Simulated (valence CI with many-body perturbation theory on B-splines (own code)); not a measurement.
Questions on Kr²²⁺

Calculated by valence CI with perturbative core correlation (CI+MBPT): four valence electrons over a frozen Dirac-Fock core [Ne], radial functions for each j: 11 s, 11 p, 10 d, 8 f, 5 g, 2 h, with the one-electron correlation potential Σ1 (screened to all orders), the two-electron term Σ2, the three-electron term Σ3, Breit, model QED; selected single and double excitations, second order for the rest, scaled by the run's own slope (own B-spline code, finite nucleus).

No measured spectrum was set against this ion. As an estimate, levels of excited configurations hold to 0.05 to 0.15 % of their energy, terms of the ground configuration to about 0.5 %. Among the levels kept, up to 780 cm⁻¹ of a level comes from second order outside the variational space, and about a tenth of that is noise between levels of different J, which matters for small intervals.

Names give the largest LS component (configuration and term), which can be under half, so a name can repeat, a term be missing and a line seem to break the LS rules; names also repeat where a configuration has a term twice.

Rates and lifetimes use the calculated energies. Strong lines usually hold to 10 to 20 %, long lifetimes can be off by a factor of two.

(1) What is the ground level?

(2) Where does the other parity begin?

(3) What is the ionisation energy?

(4) Name the longest-lived excited levels whose lifetime is computed, and their main decay.

(5) How well does LS coupling describe the low levels?

(6) Among levels below 2193300 cm⁻¹, which E1 lines absorb most strongly from the ground level?

## Answers

(1) 3s²3p² ³P_0, composition 84 % 3s²3p² ³P + 14 % 3s²3p² ¹S.

(2) At 3s3p³ ⁵S°_2, 467900 cm⁻¹.

(3) 997.94 eV; NIST lists 999 ± 2.4 eV (semi-empirical).

(4) 3s²3p² ³P_2 at 94468 cm⁻¹ lives 6.72 ms, mostly by M1 to 3s²3p² ³P_1; 3s²3p² ³P_1 at 68341 cm⁻¹ lives 203 μs, mostly by M1 to 3s²3p² ³P_0; 3s²3p² ¹D_2 at 185570 cm⁻¹ lives 61.8 μs, mostly by M1 to 3s²3p² ³P_1. The lifetime of 3s²3p3d ³F°_4 is too uncertain to give, and may be longer.

(5) Among the lowest 20 levels the leading LS term, summed over configurations, holds 73 % on average. For single configurations the figures are 67 % in LS and 70 % in jj coupling. Terms mix most in the J = 1 level at 875550 cm⁻¹, where the leading one holds 39 %.

(6) to 3s²3p3d ³P°_1 at 11.42 nm, f = 0.408; to 3s²3p3d ³D°_1 at 11.24 nm, f = 0.246; to 3s3p³ ³S°_1 at 12.72 nm, f = 0.133.
